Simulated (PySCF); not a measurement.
C₃H₉Ge, charge +1, multiplicity 1. Atoms are numbered in the order given.

```xyz
13

C     -1.1510     1.7276    -0.3014
C     -0.9162     0.3265    -0.0318
C     -2.0327    -0.5786     0.1307
Ge     0.9736    -0.3513     0.0532
H     -2.1523     1.9694    -0.6902
H     -1.1228     2.1354     0.7435
H     -0.3378     2.2486    -0.8276
H     -3.0052    -0.0974     0.3160
H     -2.0947    -1.0174    -0.8996
H     -1.8384    -1.4405     0.7857
H      0.9503    -1.6236     0.8944
H      1.2602    -0.5953    -1.4342
H      1.7852     0.8100     0.6250
```
Charge +1, spin multiplicity 1.

The structure is a stationary point at PBE0-D3(BJ)/def2-SVP. The multiplicity is an assumed one; no other spin state was optimised. The isomer is the one that the SMILES or the coordinates give; other isomers of the formula were not compared.

Calculation: B3LYP/pcSseg-1 run with PySCF.

GIAO shieldings, no solvent; atoms alike by connectivity are averaged. δ = σ(ref) − σ: ¹³C against TMS (σ = 181.3 ppm); ⁷³Ge against GeH4 (σ = 1631.8 ppm); ¹H against TMS (σ = 31.68 ppm), references at their B3LYP-D3(BJ)/def2-TZVP geometries, non-relativistic.

Computed chemical shifts:
```csv
nucleus,atoms,count,δ (ppm)
¹³C,C2,1,427.0
¹³C,"C1, C3",2,68.4
⁷³Ge,Ge4,1,166.8
¹H,"H11, H12, H13",3,5.46
¹H,"H5, H6, H7, H8, H9, H10",6,4.99
```
